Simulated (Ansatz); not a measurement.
One change: `CC1BC1` becomes `IC1BC1`.

Ansatz, PBE0-D4/def2-TZVP geometries, multiplicity 1. 

Elements past krypton have def2 core potentials.

```json
{"property": "HOMO–LUMO gap (B3LYP/def2-TZVPP) / eV", "`CC1BC1`": "5.41"}
{"property": "size of the dipole moment (B3LYP/def2-TZVPP) / D", "`CC1BC1`": "0.29"}
{"property": "size of the dipole moment (PBE/def2-TZVPP) / D", "`CC1BC1`": "0.40"}
{"property": "HOMO energy (PBE0/def2-TZVPP) / eV", "`CC1BC1`": "-7.11"}
{"property": "ideal-gas entropy at 298 K and 1 bar (rigid rotor, harmonic PBE0-D4/def2-TZVP) / J/(mol·K)", "`CC1BC1`": "291"}
{"property": "LUMO energy (ωB97M-V/def2-TZVPP) / eV", "`CC1BC1`": "0.67"}
```

(1) What does the change do to each property? (An estimate is asked.)

Answers

(1) The calculation gave: 
```
                                                                                  property  `IC1BC1`  shift
                                                     HOMO–LUMO gap (B3LYP/def2-TZVPP) / eV      4.80  -0.61
                                          size of the dipole moment (B3LYP/def2-TZVPP) / D      1.27   0.98
                                            size of the dipole moment (PBE/def2-TZVPP) / D      1.17   0.77
                                                        HOMO energy (PBE0/def2-TZVPP) / eV     -7.03   0.08
ideal-gas entropy at 298 K and 1 bar (rigid rotor, harmonic PBE0-D4/def2-TZVP) / J/(mol·K)       313     22
                                                     LUMO energy (ωB97M-V/def2-TZVPP) / eV      0.14  -0.53
```

With PBE0 the HOMO rises by 0.08 eV and the LUMO falls by 0.54 eV, so the gap narrows by about 0.62 eV. PBE moves the HOMO by -0.05 eV and ωB97M-V by 0.24 eV. The zero-point energy changes by -98.7 kJ/mol with -9 modes. Dipoles are sizes alone; their direction can turn.

B3LYP here is the variant with VWN-RPA as its local correlation; programs differ in this.

Spin–orbit coupling is left out; it splits and shifts lone-pair levels of the heavy atoms by tenths of an eV.
